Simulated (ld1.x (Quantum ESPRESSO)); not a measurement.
# Which change was made? (Ga, PAW)

Ga (Z = 31), PAW, made with ld1.x (Quantum ESPRESSO) 7.5 (PBE, scalar-relativistic). Core [Ar] 3d10, reference 4s2 4p0.5 (charge +0.5). Waves: 4s (bound): rcut 1.65, rcutus 2.00 bohr; 4s channel at 0.75 Ry: rcut 1.65, rcutus 2.00 bohr; 4p (bound): rcut 1.65, rcutus 2.30 bohr; 4p channel at -0.05 Ry: rcut 1.65, rcutus 2.30 bohr; 4d channel at -0.2 Ry: rcut 1.55, rcutus 1.70 bohr. Local part: all-electron potential smoothed inside 2.25 bohr (lloc = -1). Core correction: Bessel-smoothed model core inside 0.95 bohr. Augmentation charge: PSQ, inside the norm-conserving radii.

Cutoffs, loose and tight: the cutoffs (Ry, on a coarse ladder) from which the occupation-weighted sum of valence levels, in a spherical-Bessel basis at the reference potential, stays within 10 and 1 mRy of its value at 400 Ry. They do not see the model core or the augmentation charge, which bear on the density cutoff. Test errors are all-electron minus pseudo excitation energies from the reference, over the configurations 4s2 4p1; 4s2 4p0; 4s1 4p0; 4s0 4p3; 4s2 4p1.3; 4s1 4p1; 4s1 4p2; variants that change the core or the reference have their own tests.

The base gives: outcome: generated; cutoff, loose: 6 Ry; cutoff, tight: 10 Ry; bound ghosts: d; largest test error (meV): -169.

After one change the result is: outcome: generated; cutoff, loose: 6 Ry; cutoff, tight: 10 Ry; bound ghosts: d; largest test error (meV): -123. Which change was it?
A. core correction a·sin(br)/r model core, default radius (ld1.x builds one for every PAW set, though the input has nlcc=.false.)
B. waves 4s (bound): rcut 1.65, rcutus 1.84 bohr; 4s channel at 0.75 Ry: rcut 1.65, rcutus 1.84 bohr
C. wave 4d channel at -0.2 Ry: rcut 1.55, rcutus 1.70 bohr becomes 4d channel at 6.96 Ry: rcut 1.55, rcutus 1.70 bohr

A. The others give: wave 4d channel at -0.2 Ry: rcut 1.55, rcutus 1.70 bohr becomes 4d channel at 6.96 Ry: rcut 1.55, rcutus 1.70 bohr → outcome: generated; cutoff, loose: 6 Ry; cutoff, tight: 10 Ry; bound ghosts: none; largest test error (meV): -169 | waves 4s (bound): rcut 1.65, rcutus 1.84 bohr; 4s channel at 0.75 Ry: rcut 1.65, rcutus 1.84 bohr → outcome: generated; cutoff, loose: 8 Ry; cutoff, tight: 12 Ry; bound ghosts: d; largest test error (meV): -169.
